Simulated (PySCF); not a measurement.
# Correlation energy of Dy⁺ (dysprosium, charge +1)

[Xe] 4f11, one real determinant (an excited configuration). All numbers are calculated (PySCF 2.14, scalar relativity by spin-free X2C-1e, in x2c-TZVPPall (11s7p7d4f2g, 113 functions)). Frozen: [Ar] 3d10; 37 electrons correlated.

MP2 pair energies summed by pair of shells (mhartree):

| pair | energy | share (%) |
| --- | --- | --- |
| 4f-4f | -495.80 | 29.8 |
| 4d-4f | -332.86 | 20.0 |
| 4f-5p | -264.42 | 15.9 |
| 5p-5p | -120.81 | 7.3 |
| 4d-4d | -118.70 | 7.1 |
| 4f-5s | -59.41 | 3.6 |
| 4d-5p | -55.60 | 3.3 |
| 4p-4f | -45.77 | 2.8 |
| 4p-4d | -42.46 | 2.6 |
| 5s-5p | -32.91 | 2.0 |
| 4d-5s | -24.15 | 1.5 |
| 4s-4d | -17.72 | 1.1 |
| 4s-4f | -17.11 | 1.0 |
| 4p-4p | -10.63 | 0.6 |
| 4p-5p | -7.60 | 0.5 |
| 5s-5s | -6.22 | 0.4 |
| 4s-4p | -4.64 | 0.3 |
| 4p-5s | -4.31 | 0.3 |
| 4s-4s | -1.45 | 0.1 |
| 4s-5p | -0.82 | 0.0 |
| 4s-5s | -0.73 | 0.0 |

Total MP2 correlation energy: -1664.1 mhartree.

Same-spin part -638.28 and opposite-spin part -1025.8 mhartree; SCS-MP2 scales them by 1/3 and 6/5 to -1443.8 mhartree.

The reference is one real determinant that mixes LS terms of this configuration.

This basis was not built for core-valence correlation, so the inner-shell part is incomplete.
